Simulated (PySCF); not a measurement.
## RbMg and its ions

ROHF-CCSD(T); PySCF, scalar-relativistic core potentials, basis sets Rb def2-SVP with ECP28, Mg def2-SVP. Neutral (ROHF): doublet (σ ↑), Re = 4.424 Å, ωe = 42.4 cm⁻¹, De = 0.06 eV.

RbMg⁺ (RHF): singlet (closed shell), Re = 4.041 Å, ωe = 80.5 cm⁻¹, De = 0.26 eV to Rb⁺ + Mg. The energies at the minima are -223.43857 hartree for RbMg and -223.29567 for RbMg⁺.

(1) Work out the adiabatic ionisation energy, without and with harmonic zero-point energies (1 hartree = 27.2114 eV, 1 eV = 8065.5 cm⁻¹), and the change of the bond length.

Correlated steps freeze 1 core orbital. Weak bonds: RbMg, RbMg⁺. Basis-set superposition, not corrected here, can be much of De in a small basis, most of all at correlated wavefunction levels. For an ion De counts to the pair picked by the measured ionisation energies or electron affinities, which need not be the lowest pair at this level. States were picked by a PBE0 search and need not be the measured ground states.

Results:

(1) At CCSD(T): 0.14290 hartree = 3.889 eV between the minima; the zero-point term (80.5 − 42.4)/2 cm⁻¹ = +0.002 eV makes it 3.891 eV. Re changes by -38.3 pm against the neutral. The electron leaves a σ orbital, and the shorter bond of the ion fits an antibonding orbital, or a change in how ionic the bond is.
